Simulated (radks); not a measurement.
Neutral rhenium inside a hard spherical wall (all orbitals vanish at R), configuration held at [Xe] 4f14 5d5 6s2 and not refilled when levels cross. All-electron calculation, scalar-relativistic Kohn-Sham, PBEsol, spin-polarised, spherical densities, finite nucleus; open shells are filled with parallel spins first (spin-orbit coupling, left out, can overturn this in heavy ions); Fermi nuclear charge, rms radius 5.3698 fm. Program: a radial shooting solver on a logarithmic mesh with Libxc functionals. Eigenvalues in eV for spin up, with the zero of energy where the potential of the charges vanishes at infinity; a dash marks a level that is unbound or too diffuse for the functional's potential to be trusted. A positive occupied level is held by the wall or, in an anion where self-interaction has pushed it up, behind a barrier. The pressure on the wall is -dE/dV.

| R (bohr) | E (hartree) | kinetic (hartree) | e(5p) | e(4f) | e(6s) | e(5d) | e(6p, empty) | e(7s, empty) | pressure (GPa) |
|---|---|---|---|---|---|---|---|---|---|
| free | -16684.7270 | 18429.116 | -47.826 | -42.105 | -6.613 | -6.432 | -1.549 | - | 0 |
| 20 | -16684.7270 | 18429.116 | -47.826 | -42.105 | -6.613 | -6.432 | -1.549 | - | < 0.0001 |
| 10 | -16684.7267 | 18429.120 | -47.799 | -42.079 | -6.591 | -6.407 | -1.450 | 1.601 | 0.00913 |
| 8 | -16684.7234 | 18429.149 | -47.642 | -41.921 | -6.460 | -6.262 | -1.099 | 3.909 | 0.157 |
| 6 | -16684.6862 | 18429.390 | -46.671 | -40.921 | -5.564 | -5.385 | 0.642 | 11.486 | 3.28 |
| 4 | -16684.1729 | 18431.762 | -40.952 | -34.603 | 1.782 | 0.027 | 11.964 | 46.265 | 114 |
| 3.5 | -16683.5820 | 18434.151 | -37.093 | -30.075 | 8.549 | 4.130 | 21.539 | 71.237 | 329 |
| 3 | -16682.2073 | 18439.473 | -30.729 | -22.372 | 22.400 | 11.607 | 40.140 | 115.61 | 1090 |
| 2.5 | -16678.5902 | 18453.058 | -18.778 | -8.038 | 53.802 | 26.870 | 79.591 | 201.71 | 4400 |
| 1.5 | -16622.4786 | 18638.650 | 96.963 | 95.069 | 379.40 | 173.99 | 442.50 | 889.51 | 185000 |
